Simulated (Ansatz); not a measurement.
Predict a relaxed structure of the cluster Cs₂Cl₂⁻ (the lowest doublet isomer of a short search), charge -1, doublet, at PBE-D4/def2-TZVPD (Ansatz).


| atom | x (Å) | y (Å) | z (Å) |
| --- | --- | --- | --- |
| Cs1 | -1.038 | -0.093 | 2.050 |
| Cs2 | 1.039 | 0.093 | -2.050 |
| Cl3 | -0.530 | -2.172 | -0.367 |
| Cl4 | 0.530 | 2.172 | 0.367 |
Point group D2h (tolerance 0.1 Å). This is one stationary point.

In the def2 sets Cs takes a core potential; there is no spin–orbit coupling. The highest occupied level of the charge -1 doublet lies above zero (up to 0.63 eV). By energy differences its removal costs 0.30 eV (vertical, to the charge 0 singlet, at PBE-D4/def2-TZVPD); a positive level beside a positive removal energy at the same level points to self-interaction error. The gap within one spin of the charge -1 doublet nearly closes, so an electron or hole may be smeared out by delocalisation error. The relaxation made no stability test and no search for a lower SCF solution. The structure comes from a short search, and lower isomers may exist.
